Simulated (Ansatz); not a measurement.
Cl4Ti, triplet, geometry from GFN2-xTB (such geometries of metal compounds can be far from the true shape) (the multiplicity is a formal guess); HF/STO-3G run with Ansatz (a quantum-chemistry and plane-wave program).

Ansatz was given this input:
Ansatz 0.2 input:
```yaml
crystal:
  periodic: [false, false, false]
  atoms:
    - {symbol: Ti, position_ang: [0.00025670, 0.01043179, 0.01991298]}
    - {symbol: Cl, position_ang: [1.75167063, -0.53833503, -1.18923378]}
    - {symbol: Cl, position_ang: [0.62939803, 0.50034952, 2.06805868]}
    - {symbol: Cl, position_ang: [-0.97459407, 1.75765139, -0.88960055]}
    - {symbol: Cl, position_ang: [-1.40385797, -1.67884312, 0.09210325]}
basis:
  gaussian:
    orbitals: STO-3G
hamiltonian:
  xc: hf
magnetization: {spin_polarized: false, initial_magnetization: 2}
```

It wrote (shortened):

```
Functional definition: HF
635 factors; integrals over basis functions are off by at most 9.9e-5 eV
mean field evaluation 1: about -72332.6353 eV, gradient 2.5e1 eV
mean field evaluation 2: about -72332.6668 eV, gradient 2.5e1 eV
mean field evaluation 4: about -72335.3909 eV, gradient 1.2e0 eV
mean field evaluation 8: about -72335.3939 eV, gradient 5.2e-1 eV
mean field evaluation 16: about -72336.2091 eV, gradient 2.9e-3 eV
mean field evaluation 32: about -72300.6565 eV, gradient 1.1e2 eV
mean field evaluation 64: about -72336.2057 eV, gradient 1.0e0 eV
mean field evaluation 96: about -72334.6559 eV, gradient 9.7e0 eV
mean field evaluation 128: about -72333.3268 eV, gradient 1.0e1 eV
mean field evaluation 160: about -72335.2477 eV, gradient 6.2e0 eV
mean field evaluation 192: about -72335.5929 eV, gradient 2.5e0 eV
mean field evaluation 224: about -72334.9768 eV, gradient 4.8e-1 eV
mean field evaluation 256: about -72334.8434 eV, gradient 7.3e-1 eV
mean field evaluation 288: about -72335.5929 eV, gradient 3.5e-1 eV
mean field evaluation 320: about -72334.0974 eV, gradient 1.0e1 eV
mean field evaluation 352: about -72334.9575 eV, gradient 1.0e0 eV
mean field evaluation 384: about -72334.2847 eV, gradient 1.1e1 eV
mean field evaluation 416: about -72334.8924 eV, gradient 3.3e-1 eV
mean field evaluation 448: about -72334.4117 eV, gradient 3.0e-1 eV
mean field evaluation 480: about -72336.1663 eV, gradient 3.3e0 eV
mean field evaluation 512: about -72335.3976 eV, gradient 4.7e0 eV
mean field evaluation 544: about -72335.4421 eV, gradient 5.4e0 eV
mean field evaluation 576: about -72335.8065 eV, gradient 2.8e0 eV
mean field evaluation 608: about -72335.7845 eV, gradient 1.0e0 eV
mean field evaluation 640: about -72335.0557 eV, gradient 1.2e0 eV
mean field evaluation 672: about -72334.9437 eV, gradient 8.8e-1 eV
mean field evaluation 704: about -72335.3524 eV, gradient 3.8e-2 eV
mean field evaluation 736: about -72336.2095 eV, gradient 2.2e-3 eV
mean field -72336.21197544 eV, -2658.3067588519 hartree, gradient 9.3e-6 eV, S^2 2.000000; 6 other end points of the search recorded, 0 dependent functions left out
reference -72336.21197544 eV, -2658.3067588519 hartree; 46, 44 occupied and 8, 10 virtual orbitals, 635 factors
Total energy: -72336.21197544 eV, -2658.3067588519 hartree
```
